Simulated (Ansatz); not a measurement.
Consider the cleavage of the Si–Si bond: `C[SiH](F)[SiH3]` + `O[SiH2]O` → `C[SiH](F)O[SiH2]O` + SiH₄.

Calculated with Ansatz (gas phase, PBE0-D4/def2-TZVP geometries, no zero-point term in ΔE). CCSD(T)/CBS adds triple-zeta CCSD(T) − MP2 to the extrapolated MP2 energy (def2 sets, frozen cores). This one scheme is used for every species. DFT in def2-TZVPP. B3LYP here is the variant with VWN-RPA as its local correlation; programs differ in this. One conformer a species, not always the lowest.

```csv
species,B3LYP-D4 energy (Eh)
`C[SiH](F)[SiH3]`,-721.35537
`O[SiH2]O`,-442.55322
`C[SiH](F)O[SiH2]O`,-872.04438
SiH₄,-291.91967
```

**Question.** Work out ΔE.

**Answer.** ΔE = (-872.04438) + (-291.91967) − (-721.35537) − (-442.55322) = -0.05546 Eh = -34.8 kcal/mol. CCSD(T)/CBS gives -34.7 kcal/mol.

Largest T1 diagnostic among the species: 0.012.

From PBE to PBE0 (25 % exact exchange), in def2-TZVPP and without D4, ΔE moves by −2.5 kcal/mol. In def2-TZVPP, CCSD(T) changes the Hartree–Fock value by +5.2 kcal/mol (the triples alone add +0.7 kcal/mol) and MP2 by +3.8 kcal/mol.
